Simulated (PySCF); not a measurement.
## The first ionisation energy along group 6

All values are computed (PySCF 2.14, energy differences of UHF-based or UKS calculations, no spin-orbit coupling). Values in eV. The last column holds reference values (NIST; (s) semi-empirical, (t) theoretical, else measured). Unmarked ones compare directly (S terms, centres of terms, or small fine structure); those marked * lie between the lowest fine-structure levels and include a spin-orbit shift.

```csv
element,configurations,UHF,MP2 (valence),SCS-MP2 (valence),reference
"Cr (cc-pVDZ, non-relativistic)",[Ar] 3d5 4s1 → [Ar] 3d5,5.911,6.322,6.048,6.767
"Mo (cc-pVDZ-PP with ECP28MDF, ECP)",[Kr] 4d5 5s1 → [Kr] 4d5,6.257,6.691,6.401,7.092
"W (cc-pVDZ-PP with ECP60MDF, ECP)",[Xe] 4f14 5d4 6s2 → [Xe] 4f14 5d4 6s1,5.912,7.039,7.262,7.825
```

Question: Which of these methods has the smallest mean absolute error against the measured values here?

Answer: MP2 (valence), with 0.544 eV.

```tsv
method	elements	mean error (eV)	mean absolute error (eV)	largest error (eV)
UHF	3	-1.201	1.201	-1.913
MP2 (valence)	3	-0.544	0.544	-0.786
SCS-MP2 (valence)	3	-0.658	0.658	-0.718
```

Errors include the incompleteness of the basis and the frozen core.

"Valence" correlates the outer s and p shells and, in groups 3 to 12 and the f block, the outer d or f shell, open or full, or the next shell where the ion has no valence electron left; the wider scheme adds the next inner shell.
